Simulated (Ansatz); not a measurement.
Gas-phase electronic energies from Ansatz, PBE0-D4/def2-TZVP geometries. CCSD(T)/CBS adds triple-zeta CCSD(T) − MP2 to the extrapolated MP2 energy (def2 sets, frozen cores). DFT in def2-TZVPP. B3LYP here is the variant with VWN-RPA as its local correlation; programs differ in this. def2 core potentials past Kr. For Sn outer-core shells are correlated without core-valence functions, which leaves a few kJ/mol of doubt a bond. Each species was taken in one conformer, which may not be the lowest.

`[NH2][SnH]([OH])[SiH2]F` + `B[SiH2]N` → `B[SiH2]N[SiH2]F` + `[NH2][SnH2][OH]`  (cleavage of the Si–Sn bond)

`[NH2][SnH]([OH])[SiH2]F`:

Z-matrix (Å, degrees):
```
Sn
O 1 1.971
Si 1 2.578 2 103.3
N 1 2.024 2 104.0 3 120.3
H 1 1.713 2 109.0 3 -126.6
H 2 0.961 1 110.9 3 -147.7
F 3 1.607 1 107.0 2 91.4
H 3 1.483 1 112.2 2 -27.3
H 3 1.486 1 111.8 2 -151.1
H 4 1.011 1 115.1 2 -93.3
H 4 1.011 1 114.6 2 140.0
```

`B[SiH2]N`:

Z-matrix (Å, degrees):
```
Si
N 1 1.724
B 1 2.002 2 111.8
H 1 1.490 2 107.5 3 -124.1
H 1 1.506 2 115.5 3 118.8
H 2 1.007 1 120.4 3 176.1
H 2 1.007 1 119.2 3 -40.9
H 3 1.197 1 120.1 2 -164.6
H 3 1.197 1 122.8 2 18.7
```

`B[SiH2]N[SiH2]F`:

Cartesian coordinates in Å:
```
B -1.072 -0.076 -1.338
Si 0.217 -1.343 -0.426
N 0.879 -0.339 0.857
Si 0.347 1.259 1.009
F -1.086 1.255 0.215
H -2.248 -0.281 -1.347
H -0.638 0.717 -2.122
H 1.303 -1.832 -1.326
H -0.384 -2.560 0.191
H 1.450 -0.754 1.577
H 1.136 2.290 0.298
H 0.095 1.664 2.411
```

`[NH2][SnH2][OH]`:

```xyz
8

N     1.040   -0.341    1.068
Sn   -0.562   -0.042   -0.109
O    -0.070    1.510   -1.211
H     0.825   -0.638    2.009
H     1.759   -0.942    0.692
H    -1.860    0.397    0.903
H    -0.890   -1.316   -1.209
H    -0.243    1.372   -2.144
```

```csv
level,ΔE (kJ/mol)
r2SCAN-D4,-57.4
B3LYP-D4,-51.2
PBE,-39.5
r2SCAN,-56.6
MP2/def2-TZVPP,-65.2
SCS-MP2/def2-TZVPP,-62.6
HF/def2-QZVPP,-51.8
MP2/CBS(def2),-59.9
```

(1) What does CCSD(T)/CBS give? (Estimate.)

Largest T1 diagnostic among the species: 0.013.

Results:

(1) The calculation gave: -56.6 kJ/mol. The listed levels differ from it by -0.8, 5.4, 17.1, 0.0, -8.6, -6.0, 4.8, -3.3 kJ/mol.

From PBE to PBE0 (25 % exact exchange), in def2-TZVPP and without D4, ΔE moves by −6.8 kJ/mol. In def2-TZVPP, CCSD(T) changes the Hartree–Fock value by −11.0 kJ/mol (the triples alone add −2.3 kJ/mol) and MP2 by −14.4 kJ/mol.
